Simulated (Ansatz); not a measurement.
Harmonic frequencies (cm⁻¹) at PBE0-D4/def2-TZVP from Ansatz: 82, 113, 294, 350, 414, 435, 486, 505, 607, 680, 717, 744, 761, 820, 886, 956, 1075, 1103, 1187, 1304, 1422, 1451, 1740, 1956, 1963, 3077, 3166, 3169, 3271, 3834.

Each molecule was computed in one conformer, which needn't be the lowest.

(1) Which molecule is it?
A. `C=[C](O)[GaH][CH3]`
B. `C=[C](C)[GaH][OH]`
C. `C=[C]([GaH2])OC`
D. `C=C(O)[CH2][GaH2]`

Results:

(1) D.
